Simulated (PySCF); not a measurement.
Species: BeMe(SMe), C2H6BeS.
Structure used (PBE0-D3(BJ)/def2-SVP), in Å, numbered top down from 1:
```xyz
10
C2H6BeS angstrom
Be     0.243   -0.767    0.344
C      0.324   -0.755    2.017
H     -0.672   -0.700    2.490
H      0.915    0.094    2.404
H      0.806   -1.673    2.399
S      0.169   -0.818   -1.564
C     -0.365    0.896   -1.943
H     -1.366    1.106   -1.543
H     -0.405    0.978   -3.037
H      0.350    1.639   -1.566
```

The closed-shell ground state was solved at several levels (PySCF, density fitting, gas phase, non-relativistic).

```csv
level,basis functions,total energy (Eh),HOMO (eV),LUMO (eV),gap (eV),dipole (D)
wB97X-D/pcSseg-1,100,-492.7367,-8.82,1.22,10.04,1.73
PBE0/pcSseg-1,100,-492.4947,-6.97,-0.57,6.40,1.67
```

**Question.** What might CAM-B3LYP/def2-SVPD (127 basis functions) give for the same quantities?

**Answer.** Total energy -492.5527 Eh, HOMO -8.26 eV, LUMO 0.21 eV, gap 8.47 eV, dipole 1.52 D.

**Question.** Over all these levels, which gives the widest orbital gap and which the narrowest?

**Answer.** wB97X-D/pcSseg-1 (range-separated hybrid) has the widest, 10.04 eV, and PBE0/pcSseg-1 (global hybrid, 25 % exact exchange) the narrowest, 6.40 eV. The two share the basis. From the narrowest to the widest the HOMO moves by -1.85 eV and the LUMO by +1.79 eV.

**Question.** How far do the dipole and the HOMO energy spread over the levels?

**Answer.** The dipole runs from 1.52 to 1.73 D (mean 1.64 D) and the HOMO from -8.82 to -6.97 eV.

The pairwise dispersion term of wB97X-D wasn't added to the energies; at a given geometry it leaves orbitals and properties as they are.
